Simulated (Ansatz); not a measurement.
`[F][In]([F])[SiH3]` + `C[CH2][AlH][SH]` → `C[CH2][In]([F])[F]` + `[SiH3][AlH][SH]`  (redistribution)

Isolated molecules relaxed with PBE0-D4/def2-TZVP in Ansatz; ΔE leaves out vibrations. CBS: MP2 limit from def2 TZ/QZ plus the TZ coupled-cluster correction, frozen cores. DFT in def2-TZVPP. Elements past krypton have def2 core potentials. For In outer-core shells are correlated without core-valence functions, which leaves a few kJ/mol of doubt a bond. One conformer a species, not always the lowest.

`[F][In]([F])[SiH3]`:

Z-matrix (Å, degrees):
```
Si
In 1 2.541
H 1 1.482 2 108.7
H 1 1.483 2 107.5 3 -119.7
H 1 1.482 2 108.5 3 120.7
F 2 1.944 1 127.2 3 25.4
F 2 1.944 1 126.9 3 -155.2
```

`C[CH2][AlH][SH]`:

Z-matrix (Å, degrees):
```
C
C 1 1.526
H 1 1.094 2 111.7
H 1 1.094 2 112.1 3 120.1
H 1 1.094 2 111.7 3 -119.8
Al 2 1.956 1 117.1 3 59.9
H 2 1.098 1 110.3 3 -177.5
H 2 1.098 1 110.4 3 -62.7
S 6 2.188 2 120.5 1 0.6
H 6 1.584 2 124.0 1 -179.4
H 9 1.345 6 93.7 2 -0.0
```

`C[CH2][In]([F])[F]`:

Z-matrix (Å, degrees):
```
C
C 1 1.520
H 1 1.091 2 112.1
H 1 1.091 2 112.1 3 -120.8
H 1 1.094 2 110.2 3 119.6
In 2 2.137 1 114.1 3 60.4
H 2 1.092 1 112.1 3 -59.5
H 2 1.092 1 112.1 3 -179.7
F 6 1.945 2 128.6 1 -179.2
F 6 1.948 2 125.0 1 0.8
```

`[SiH3][AlH][SH]`:

Cartesian coordinates in Å:
```
Si 1.120 -0.112 1.079
Al -0.896 0.026 -0.302
S -0.596 0.288 -2.450
H 2.359 0.064 0.273
H 1.200 -1.435 1.763
H 1.109 0.934 2.142
H -2.386 -0.062 0.230
H -1.910 0.298 -2.735
```

```tsv
level	ΔE (kJ/mol)
revPBE	37.3
BLYP	43.3
```

What does CCSD(T)/CBS give? (Best estimate.)

Computed: +42.1 kJ/mol. The listed levels differ from it by -4.8, 1.2 kJ/mol.

Largest T1 diagnostic among the species: 0.016.

Leaving LDA and LC-ωPBE aside and taking each functional with its dispersion term where it has one, the values, not all of them listed here, spread over 13.2 kJ/mol, from revPBE-D4 to ωB97M-V. LDA lies +5.4 kJ/mol from PBE without D4. From BLYP to BHLYP (50 % exact exchange), in def2-TZVPP and without D4, ΔE moves by +5.7 kJ/mol.
